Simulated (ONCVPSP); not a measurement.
**neon: one change to an ONCV potential, before and after**

```
Element                 : Ne (Z = 10)
Generator               : ONCVPSP 4.0.1
Type                    : optimised norm-conserving Vanderbilt (ONCV)
Functional              : PBE
Relativity              : non-relativistic
Frozen core             : [He]
Valence charge          : 8
Reference configuration : 2s2 2p5.5 (charge +0.5)
Partial waves           : 2s: rc 0.50 bohr, ncon 3, nbas 8, qcut 10.9 1/bohr, local; 2p: rc 1.30 bohr, ncon 4, nbas 8, qcut 13.2 1/bohr, 2 projectors, debl 2.9 Ha; d scattering state at 0.06 Ha: rc 1.25 bohr, ncon 4, nbas 7, qcut 6.5 1/bohr, 1 projector
Local potential         : the s channel
Core correction         : Teter function, fcfact 5.5, rcfact 1.35
```

Change: p: qcut 8.1.

Cutoffs: the cutoffs (Ha) at which the residual kinetic energy of the hardest occupied pseudo-wave falls to 1 and 0.1 mHa per electron; they do not see the model core or the augmentation charge, which bear on the density cutoff. Errors are all-electron minus pseudo energies relative to the spin-unpolarised reference configuration.

Q: What does the change do?

A: The potential gets neither clearly harder nor softer (102 Ha and 353 Ha → 102 Ha and 353 Ha); the s channel sets the loose cutoff, while the largest relative change is in p, which becomes softer; of the 4 tests that both files solve, the error grows in 4 and shrinks in 0 by more than 15 % and 0.3 meV (median size 70.5 → 177.0 meV); neither file shows a bound ghost.

```tsv
quantity	base	changed
cutoff, loose	102 Ha	102 Ha
cutoff, tight	353 Ha	353 Ha
loose cutoff by channel	s 102 Ha, p 52 Ha	s 102 Ha, p 34 Ha
bound ghosts	none	none
GHOST(+) flags under 300 eV	none	none
error for 2s2 2p6, meV [ΔE -8.88 eV]	+4.1	+11
error for 2s2 2p5, meV [ΔE 13.62 eV]	+8.4	+22
error for 2s2 2p4, meV [ΔE 56.90 eV]	+133	+332
error for 2s2 2p3, meV [ΔE 124.33 eV]	+582	+1399
s: phases at 0.51 bohr within 0.05 rad from the reference energy up to (Ha; the scan ends near 5)	to the end of the scan	to the end of the scan
p: phases at 1.32 bohr within 0.05 rad from the reference energy up to (Ha; the scan ends near 5)	to the end of the scan	to the end of the scan
d: phases at 1.27 bohr within 0.05 rad from the reference energy up to (Ha; the scan ends near 5)	to the end of the scan	to the end of the scan
rms error of d²Exc/dni dnj with the model core, mHa	2.04	1.91
```
